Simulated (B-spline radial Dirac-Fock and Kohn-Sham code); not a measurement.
# Relativistic shifts of the levels of Hg⁸⁺

System: mercury as Hg⁸⁺, configuration [Xe] 4f14 5d4.

Both columns are ΔSCF binding energies of the configuration average from an atomic code on a B-spline grid: non-relativistic Hartree-Fock with a point nucleus, and Dirac-Fock with a finite nucleus and the Coulomb interaction alone, averaged over the two j levels with weights 2j+1.

```csv
shell,Hartree-Fock (eV),Dirac-Fock (eV),shift (eV),shift (%)
1s,75665.0,83696.2,+8031.15,+10.61
2s,12893.5,15052.7,+2159.19,+16.75
2p,12384.9,13113.1,+728.18,+5.88
3s,3183.8,3725.0,+541.27,+17.00
3p,2943.6,3148.3,+204.76,+6.96
3d,2500.0,2479.1,-20.87,-0.83
4s,816.4,953.6,+137.21,+16.81
4p,711.0,759.9,+48.87,+6.87
4d,517.8,511.2,-6.56,-1.27
4f,256.8,240.4,-16.39,-6.38
5s,233.0,260.9,+27.87,+11.96
5p,194.0,202.1,+8.19,+4.22
5d,134.3,132.2,-2.13,-1.59
```

Relativity binds 1s, 2s, 2p, 3s, 3p, 4s, 4p, 5s, 5p more strongly, among those listed most of all 3s in relative terms, and 3d, 4d, 4f, 5d more weakly, because the contracted s and p shells screen the nucleus better.

Values without a named source are computed, but for edge energies of neutral atoms, which are taken from tables.
